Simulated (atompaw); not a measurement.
## What one change does to a pseudopotential (Ce (Z = 58), PAW (atompaw))

```json
{"Element": "cerium (Ce)", "Generator": "atompaw 4.2.0.5", "Type": "PAW", "Functional": "PBE", "Relativity": "scalar-relativistic", "Frozen core": "[Xe]", "Valence charge": "4", "Reference configuration": "4f1 5d1 6s2 6p0", "Partial waves": "6s (bound): rc 3.00 bohr; 6s channel at 1.55 Ry: rc 3.00 bohr; 6p (bound, empty): rc 3.00 bohr; 6p channel at 3.05 Ry: rc 3.00 bohr; 5d (bound): rc 3.00 bohr; 5d channel at 0.2 Ry: rc 3.00 bohr; 4f (bound): rc 1.95 bohr; 4f channel at 4.2 Ry: rc 1.95 bohr", "Local potential": "vpsmatchnc scheme with l = 4 at 0 Ry, radius 2.70 bohr", "Core correction": "smooth core density matched at 3.00 bohr", "Augmentation charge": "sinc compensation charge, radius 2.25 bohr; PAW radius 3.00 bohr; waves and projectors: custom polynom vanderbiltortho"}
```

Change: all radii scaled by about 0.78 (s 2.34, p 2.34, d 2.34, f 1.52 bohr); local potential vpsmatchnc scheme with l = 4 at 0 Ry, radius 2.10 bohr; augmentation sinc compensation charge, radius 1.76 bohr; PAW radius 2.34 bohr; waves and projectors: custom polynom vanderbiltortho; core correction smooth core density matched at 2.34 bohr.

Cutoffs: the cutoffs (Ry, on a coarse ladder) from which the occupation-weighted sum of valence levels, in a spherical-Bessel basis at the reference potential, stays within 10 and 1 mRy of its value at 400 Ry; they do not see the model core or the augmentation charge, which bear on the density cutoff.

Problem. What does the change do?

Solution. The potential gets harder (30 Ry and 50 Ry → 50 Ry and 90 Ry); both files keep a bound ghost (p, s). A smaller radius makes the pseudo-wave follow the all-electron one further in, where it bends more sharply, so more plane waves are needed.

| quantity | base | changed |
| --- | --- | --- |
| cutoff, loose | 30 Ry | 50 Ry |
| cutoff, tight | 50 Ry | 90 Ry |
| loose cutoff by channel (10 mRy a level) | s 6 Ry, d 8 Ry, f 30 Ry | s 6 Ry, d 10 Ry, f 50 Ry |
| bound ghosts | s, p | s, p |
| lowest overlap eigenvalue by channel | s 0.35, p 0.52, d 0.93, f 0.97 | s 0.08, p 0.81, d 1.00, f 0.95 |

 A true bound ghost makes a file unfit for plane-wave use even where its test errors are small: the radial tests pick states by their node count and pass the ghost by. The cutoffs see the waves, projectors and local potential, not the compensation charge or the core.
